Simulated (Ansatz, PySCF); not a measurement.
C3H6Si, SMILES `C=C[Si]C` (lower singlet; C–C–Si–C torsion 179°) (charge 0, multiplicity 1). This singlet lies 1.07 eV below the relaxed triplet at the level B3LYP-D3(BJ)/def2-TZVP (PySCF).

Calculation: Ansatz (a program for electronic structure) with LC-ωPBE/cc-pVTZ // B3LYP-D3(BJ)/def2-TZVP.

Ansatz 0.2 input:
```yaml
crystal:
  periodic: [false, false, false]
  atoms:
    - { symbol: C, position_ang: [2.182411, 0.208241, -0.084954] }
    - { symbol: C, position_ang: [0.855811, 0.209097, -0.268836] }
    - { symbol: Si, position_ang: [-0.260381, 0.779596, 1.138292] }
    - { symbol: C, position_ang: [-1.939844, 0.564299, 0.262535] }
    - { symbol: H, position_ang: [2.616023, 0.527038, 0.858971] }
    - { symbol: H, position_ang: [2.888658, -0.102408, -0.849763] }
    - { symbol: H, position_ang: [0.478637, -0.121056, -1.236811] }
    - { symbol: H, position_ang: [-2.067598, -0.485407, -0.030441] }
    - { symbol: H, position_ang: [-2.791205, 0.856092, 0.877382] }
    - { symbol: H, position_ang: [-1.962494, 1.146382, -0.666382] }
basis:
  gaussian: { orbitals: cc-pVTZ }
hamiltonian:
  xc: lc_wpbe
```

Output:

```
Functional definition: LC-wPBE
1127 factors; their error is unknown
386 factors; integrals over basis functions are off by at most 2.1e-5 eV
mean field evaluation 1: about -11076.2760 eV, gradient 4.5e1 eV
mean field evaluation 2: about -11078.7523 eV, gradient 3.1e1 eV
mean field evaluation 4: about -11080.9017 eV, gradient 1.6e0 eV
mean field evaluation 8: about -11080.9125 eV, gradient 9.2e-2 eV
mean field evaluation 16: about -11080.8750 eV, gradient 3.5e-5 eV
mean field -11080.87499534 eV, -407.2146451920 hartree, gradient 3.5e-5 eV, S^2 0.000000; 0 other end points of the search recorded, 0 dependent functions left out
reference -11080.87499535 eV, -407.2146451922 hartree; 19, 19 occupied and 189, 189 virtual orbitals, 1127 factors
Total energy: -11080.87499535 eV, -407.2146451922 hartree
```
